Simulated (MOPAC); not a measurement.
MOPAC input (AM1):

```
AM1 FORCE THERMO(298,298) PRECISE LET CHARGE=-1 GEO-OK AUX(PRECISION=9) THREADS=1
C5H7

C     2.38229655 1    0.02713050 1    0.49844674 1
C     1.35209291 1   -0.36181864 1   -0.31189778 1
C     0.07271409 1    0.04393992 1   -0.30544957 1
C    -1.15972618 1    0.43305461 1   -0.34951068 1
C    -2.28084560 1   -0.18627199 1    0.40038794 1
H     3.38183096 1   -0.39171176 1    0.38203354 1
H     2.25659441 1    0.76362972 1    1.29006936 1
H     1.58527021 1   -1.12188413 1   -1.09159375 1
H    -1.48665528 1    1.29341938 1   -0.96873350 1
H    -2.76533351 1    0.56212181 1    1.07804372 1
H    -3.06825859 1   -0.56345961 1   -0.30141716 1
H    -1.92978876 1   -1.04368394 1    1.02333127 1
```

Output:

```
 *******************************************************************************
 **                                                                           **
 **                              MOPAC v23.2.5                                **
 **                                                                           **
 *******************************************************************************
 ** MOPAC's Digital Object Identifier: https://doi.org/10.5281/zenodo.6511958 **
 **                                                                           **
 ** Please cite the open-source release paper for use of this MOPAC version:  **
 ** J. E. Moussa and J. J. P. Stewart (2026)                                  **
 ** MOPAC: An open-source semiempirical molecular orbital program             **
 ** J. Open Source Softw., 11(119), 8025, https://doi.org/10.21105/joss.08025 **
 *******************************************************************************

                              AM1 CALCULATION RESULTS

 *******************************************************************************
 *  AM1        - The AM1 Hamiltonian to be used
 *  GEO-OK     - OVERRIDE INTERATOMIC DISTANCE AND OTHER SAFETY CHECKS
 *
 *
 *
 *                 CHARGE ON SYSTEM = -1
 *
 *
 *
 *  LET        - OVERRIDE SOME SAFETY CHECKS
 *  PRECISE    - TIGHTER CRITERIA TO BE USED
 *  FORCE      - FORCE CALCULATION SPECIFIED
 *  AUX        - OUTPUT AUXILIARY INFORMATION
 *  THERMO     - THERMODYNAMIC QUANTITIES TO BE CALCULATED
 *******************************************************************************
AM1 FORCE THERMO(298,298) PRECISE LET CHARGE=-1 GEO-OK AUX(PRECISION=9) THREADS=1
 C5H7

   ATOM   CHEMICAL          X               Y               Z
  NUMBER   SYMBOL      (ANGSTROMS)     (ANGSTROMS)     (ANGSTROMS)

     1       C          2.38229655  *   0.02713050  *   0.49844674  *
     2       C          1.35209291  *  -0.36181864  *  -0.31189778  *
     3       C          0.07271409  *   0.04393992  *  -0.30544957  *
     4       C         -1.15972618  *   0.43305461  *  -0.34951068  *
     5       C         -2.28084560  *  -0.18627199  *   0.40038794  *
     6       H          3.38183096  *  -0.39171176  *   0.38203354  *
     7       H          2.25659441  *   0.76362972  *   1.29006936  *
     8       H          1.58527021  *  -1.12188413  *  -1.09159375  *
     9       H         -1.48665528  *   1.29341938  *  -0.96873350  *
    10       H         -2.76533351  *   0.56212181  *   1.07804372  *
    11       H         -3.06825859  *  -0.56345961  *  -0.30141716  *
    12       H         -1.92978876  *  -1.04368394  *   1.02333127  *

          CARTESIAN COORDINATES

    NO.       ATOM           X           Y           Z

     1         C          2.3823      0.0271      0.4984
     2         C          1.3521     -0.3618     -0.3119
     3         C          0.0727      0.0439     -0.3054
     4         C         -1.1597      0.4331     -0.3495
     5         C         -2.2808     -0.1863      0.4004
     6         H          3.3818     -0.3917      0.3820
[...]
 FREQUENCY          3066.87         C  4 -- H  9         +80.4% ( 90.5%)    100.0%
 TRANSITION DIPOLE   0.7058         C  5 -- H 10          +6.9% ( 26.4%)     93.4%
 TRAVEL (Ang.)       0.1855         C  5 -- H 11          +5.8% ( 24.3%)     91.6%
 REDUCED MASS        0.6390         C  5 -- H 12          +5.1% ( 22.8%)     98.3%
 EFFECTIVE MASS      1.4032
 FORCE CONSTANT      3.5410

 VIBRATION         27   27A           ATOM PAIR      ENERGY CONTRIBUTION    RADIAL
 FREQUENCY          3073.35         C  2 -- H  8         +97.2% ( 99.6%)    100.0%
 TRANSITION DIPOLE   0.2904         C  1 -- C  2          +0.9% (  9.7%)     18.7%
 TRAVEL (Ang.)       0.1549         C  2 -- C  3          +0.9% (  9.5%)     13.7%
 REDUCED MASS        0.9147         C  1 -- H  7          +0.6% (  7.6%)     98.9%
 EFFECTIVE MASS      1.3818
 FORCE CONSTANT      5.0903

 VIBRATION         28   28A           ATOM PAIR      ENERGY CONTRIBUTION    RADIAL
 FREQUENCY          3135.34         C  5 -- H 12         +53.5% ( 70.6%)     98.7%
 TRANSITION DIPOLE   0.2886         C  5 -- H 10         +23.5% ( 46.8%)     94.3%
 TRAVEL (Ang.)       0.2401         C  5 -- H 11         +21.8% ( 45.1%)     93.7%
 REDUCED MASS        0.3730         C  4 -- H  9          +0.9% (  9.1%)     96.1%
 EFFECTIVE MASS      1.1429
 FORCE CONSTANT      2.1606

 VIBRATION         29   29A           ATOM PAIR      ENERGY CONTRIBUTION    RADIAL
 FREQUENCY          3211.38         C  1 -- H  6         +66.4% ( 83.6%)     99.1%
 TRANSITION DIPOLE   0.2809         C  1 -- H  7         +31.9% ( 58.0%)     95.9%
 TRAVEL (Ang.)       0.1919         C  1 -- C  2          +1.1% ( 10.7%)      2.2%
 REDUCED MASS        0.5702         C  2 -- H  8          +0.6% (  8.1%)     99.5%
 EFFECTIVE MASS      1.5419
 FORCE CONSTANT      3.4648

 VIBRATION         30   30A           ATOM PAIR      ENERGY CONTRIBUTION    RADIAL
 FREQUENCY          3257.61         C  1 -- H  7         +68.1% ( 81.5%)     98.4%
 TRANSITION DIPOLE   0.2879         C  1 -- H  6         +31.0% ( 55.0%)     92.3%
 TRAVEL (Ang.)       0.1956         C  1 -- C  2          +0.7% (  8.3%)     93.0%
 REDUCED MASS        0.5409
 EFFECTIVE MASS      1.2624
 FORCE CONSTANT      3.3817

      SYMMETRY NUMBER FOR POINT-GROUP C1  =  1

          SYSTEM IS A GROUND STATE

 C5H7

          MOLECULE IS NOT LINEAR

          THERE ARE 30 GENUINE VIBRATIONS IN THIS SYSTEM
          THIS THERMODYNAMICS CALCULATION IS LIMITED TO
          MOLECULES WHICH HAVE NO INTERNAL ROTATIONS

                    CALCULATED THERMODYNAMIC PROPERTIES
                                          *
   TEMP. (K)   PARTITION FUNCTION   H.O.F.    ENTHALPY  HEAT CAPACITY ENTROPY
                                   KCAL/MOL   CAL/MOLE    CAL/K/MOL  CAL/K/MOL

 298.00  VIB.     0.2704D+02                  2236.8620    15.0296    14.0587
         ROT.     0.8422D+05                   888.2803     2.9808    25.5180
         INT.     0.2277D+07                  3125.1423    18.0105    39.5767
         TRA.     0.5315D+27                  1480.4672     4.9680    38.5269
         TOT.                       42.631    4605.6095    22.9785    78.1036

   *: NOTE: HEATS OF FORMATION ARE RELATIVE TO THE
            ELEMENTS IN THEIR STANDARD STATE AT 298K
              (=  Standard Enthalpy of Formation).

            Hvib:  Zero-point energy is not included.
                   frequencies of less than zero cm-1 are not included.
            Hrot = (3/2)RT
            Htra = (3/2)RT + pV = (5/2)RT

            Heat capacity is Cp, not Cv

          For more information, see: HTTP://OpenMOPAC.net/Manual/thermochemistry.html

           FORCE CONSTANT IN CARTESIAN COORDINATES (Millidynes/A)

    ATOM   CHEMICAL       X               Y               Z
   NUMBER   SYMBOL  FORCE CONSTANT  FORCE CONSTANT  FORCE CONSTANT

      1       C       13.323707        8.981946        1.260771
      2       C       14.851705       11.128848        1.906026
      3       C       10.946761       14.246004        0.947723
      4       C        7.857187        9.930343        8.244983
      5       C        7.859360        8.018044        8.702166
      6       H        2.200483        4.376050        0.202498
      7       H        2.288290        4.325587        0.226717
      8       H        1.761863        4.390773        0.362555
      9       H        1.011697        1.289843        4.115817
     10       H        0.901815        4.977145        0.721127
     11       H        5.161150        0.704872        0.721133
     12       H        1.253910        1.434317        4.069129

 **********************
 *                    *
 * JOB ENDED NORMALLY *
 *                    *
 **********************

 == MOPAC DONE ==
```

The dipole moment of an ion depends on the origin.
